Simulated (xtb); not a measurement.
GeH2S2, SMILES [SH][Ge][SH] (connectivity only; charge and spin as stated), neutral, multiplicity 1. All values are semi-empirical tight-binding results from xtb (GFN2-xTB unless named), good for trends rather than for accurate numbers. Coordinates come from a GFN2-xTB optimisation. One conformer was computed; it need not be the lowest.

For metal compounds this method's bond lengths and energies can be far off.

```json
{
 "point_group_as_xtb_finds_it": "C2",
 "orbital_gap": "3.08 eV",
 "zero_point_energy": "10.7 kcal/mol",
 "G − E(el) at 298.15 K (modified RRHO)": "-7.7 kcal/mol"
}
```
